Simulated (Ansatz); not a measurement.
This geometry of FGaH4Se (7 atoms, charge 0, multiplicity 1) is a first-order saddle point.

Theory: RHF/def2-TZVP (Ansatz).

```xyz
7
Properties=species:S:1:pos:R:3
Ga -0.729 -0.684 -0.226
F 1.006 -1.105 0.480
H -0.877 -1.368 -1.619
H -1.735 -0.507 0.954
H 1.285 0.064 0.178
Se 0.719 1.493 -0.514
H 0.332 2.108 0.747
```

Q: Which two structures does it join? (They come from a converged band through this point; their orientation in space is the band's.)

A: Bonds broken: Ga1–F2, H5–Se6. Bonds formed: Ga1–Se6, F2–H5. FGaH4Se becomes FH + GaH3Se.

First end point:

```xyz
7
Properties=species:S:1:pos:R:3
Ga -0.768 -0.995 -0.164
F 0.682 -1.730 0.516
H -1.018 -1.329 -1.674
H -1.805 -0.490 0.900
H 1.890 0.892 0.170
Se 0.736 1.493 -0.480
H 0.283 2.158 0.732
```

Last end point:

```xyz
7
Properties=species:S:1:pos:R:3
Ga -0.840 -0.359 -0.333
F 1.284 -1.265 0.529
H -0.881 -1.284 -1.595
H -1.643 -0.541 0.997
H 1.824 -0.542 0.428
Se 0.291 1.717 -0.665
H -0.034 2.274 0.640
```

Q: How far does it lie above each of them?

A: 0.82 eV above the first and 0.79 eV above the second. This is the barrier of this one path; another mechanism may lie lower. The orbitals stay closed-shell, which can raise the energy where a bond breaks towards radicals; this wasn't checked here.

Time of the run: 3.5 min on 4 threads of Arm Neoverse N1, on a shared host, peak memory 0.44 GiB.
